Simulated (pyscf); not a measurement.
Structures and frequencies: ωB97X-D3(BJ)/def2-SVP in PySCF.

SMILES: B[SiH2][Si]([SiH3])([SiH3])Cl
```xyz
16

B     -1.9763    -1.2180    -1.9115
Si     0.0221    -0.9762    -2.0306
Si     0.1483     0.2745    -0.0685
Si     0.1598     2.5644    -0.4721
Si     1.6718    -0.4027     1.5528
Cl    -1.7851    -0.1280     0.7312
H     -2.7019    -0.3317    -2.2925
H     -2.4677    -2.2441    -1.5121
H      0.5020    -0.1605    -3.1872
H      0.8468    -2.2175    -1.9342
H      1.4851     2.9579    -1.0367
H     -0.9136     2.8940    -1.4530
H     -0.0772     3.3093     0.7981
H      1.4964    -1.8579     1.8243
H      1.4538     0.3719     2.8086
H      3.0557    -0.1525     1.0511
```

### Question
How much does it cost (ΔH, 298 K, ωB97M-D3(BJ)/def2-TZVP) to split `[BH2][SiH2][Si]([SiH3])([SiH3])[Cl]` at its B–Si bond into BH₂• + •H₂Si–Si(SiH₃)(SiH₃)–Cl?

### Answer
B–Si to BH₂• + •H₂Si–Si(SiH₃)(SiH₃)–Cl: 85.9 kcal/mol. The 7 functionals that were run give +78.9 (r²SCAN) to +87.3 kcal/mol (ωB97X-D3(BJ)). The radicals are drawn with the spin at the cut bond; how far it spreads was not checked. •H₂Si–Si(SiH₃)(SiH₃)–Cl lies 6.3 kcal/mol over its isomer H₃Si–Si•(SiH₃)–SiH₂–Cl, and others may lie lower still (electronic energy, ωB97M-D3(BJ)).
